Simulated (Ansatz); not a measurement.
Total energies of Ge₁₀H₁₆, a cluster cut from cubic germanium from Ansatz at PBE-D4/def2-TZVP, gas phase (1 Eh = 27.2114 eV = 2625.5 kJ/mol). The reference geometry is relaxed at PBE-D4/def2-SVP.

Cartesian coordinates in Å:
```
Ge 2.2044 -0.1940 1.7525
Ge -1.4996 1.2653 2.0304
Ge 0.9234 2.5187 -0.8850
Ge 1.5012 -1.2643 -2.0301
Ge -2.2034 0.1913 -1.7533
Ge -0.9250 -2.5155 0.8850
Ge 0.8171 1.7990 1.4513
Ge 1.3936 -1.9917 0.3038
Ge -2.3204 -0.5283 0.5825
Ge 0.1116 0.7260 -2.3391
H 2.1530 -0.6520 3.2400
H 3.6868 0.1356 1.4076
H -1.5811 0.8193 3.5203
H -2.3921 2.5305 1.8634
H 2.3906 2.8812 -1.2604
H 0.0527 3.7943 -1.0843
H 2.9758 -0.9463 -2.4170
H 1.0005 -2.4064 -2.9628
H -3.1065 1.4415 -1.9688
H -2.7326 -0.9428 -2.6802
H -1.0022 -2.9961 2.3642
H -1.4487 -3.6708 -0.0184
H 1.3376 2.9438 2.3762
H 2.2815 -3.2609 0.4984
H -3.7992 -0.8652 0.9525
H 0.1809 1.1877 -3.8287
```

```csv
state,geometry,energy (Eh)
charge 0 singlet,reference,-20776.71898
charge 1 doublet,reference,-20776.41174
charge -1 doublet,reference,-20776.72074
free Ge atom (triplet),–,-2076.60177
free H atom (doublet),–,-0.49962
```

Single mean-field runs in def2-TZVP are fitted with def2-universal-jkfit.

Task: Work out the vertical ionisation energy to the doublet.

Result: E(charge 1 doublet) − E(charge 0 singlet) = -20776.41174 − (-20776.71898) = 0.30724 Eh = 8.36 eV. For comparison, −ε of the highest occupied level is 6.57 eV at this level, 1.79 eV less.

Task: Work out the vertical electron affinity, to the doublet.

Result: E(charge 0 singlet) − E(charge -1 doublet) = -20776.71898 − (-20776.72074) = 0.00176 Eh = 0.05 eV; so near zero that its sign isn't settled. The basis lacks diffuse functions, which makes affinities too small.

Task: Give the fundamental gap IE − EA, the Mulliken electronegativity (IE + EA)/2 and the hardness (IE − EA)/2.

Result: From the values in Eh: IE − EA = 0.30724 − 0.00176 = 0.30548 Eh = 8.31 eV; (IE + EA)/2 = 4.20 eV; (IE − EA)/2 = 4.16 eV. The HOMO–LUMO gap of the same run is 4.99 eV, 3.32 eV smaller than the fundamental gap.

Task: What is the binding energy per atom against free atoms?

Result: Atoms: 10 × (-2076.60177) + 16 × (-0.49962) = -20774.01162 Eh. Binding: -20774.01162 − (-20776.71898) = 2.70736 Eh = 73.67 eV, or 2.83 eV for each of 26 atoms (no zero-point energy, no counterpoise term).

At PBE-D4/def2-TZVP the gap within one spin of the charge 1 doublet nearly closes, so an electron or hole may be smeared out by delocalisation error. At PBE-D4/def2-TZVP the highest occupied level of the charge -1 doublet lies above zero (up to 1.61 eV). Energy differences put its binding near zero (0.05 eV; vertical, to the charge 0 singlet, at PBE-D4/def2-TZVP), which leaves it undecided.
